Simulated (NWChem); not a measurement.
Molecule: CHBr$_{2}$F; SMILES BrC(Br)F

All runs: NWChem. Medium grid unless said otherwise, to which SCAN and Minnesota functionals are sensitive. Structure relaxed at the PBE0/def2-SVP level. Hybrids' shares of exact exchange are those that their runs print; pure functionals count as 0. The functionals differ in more than this share.

```csv
row,share of exact exchange,highest occupied level (eV)
"LDA (Slater exchange, VWN5)/def2-TZVPD",0.00,-7.27
PBE/def2-TZVPD,0.00,-7.11
B3LYP/def2-TZVPD,0.20,-8.14
PBE0/def2-TZVPD,0.25,-8.40
M06-2X/def2-TZVPD,0.54,withheld
Hartree-Fock/def2-TZVPD,1.00,-11.33
```

Task: Fit a straight line of the last column on the one before it, predict the withheld value, and compare with the run.

Result: 
1. Means of the 5 shown rows: x = 0.290, y = -8.450. Slope Σ(x − x̄)(y − ȳ)/Σ(x − x̄)² = -2.805/0.6820 = -4.114; intercept -7.257.
2. The shown rows scatter about the line by 0.090 (root mean square); the largest residual is +0.15, at PBE/def2-TZVPD.
3. At x = 0.54 (M06-2X/def2-TZVPD; inside the shown range) the line gives -9.48.
4. The run gives -9.62, -0.14 from the line, 1.6 times the scatter.
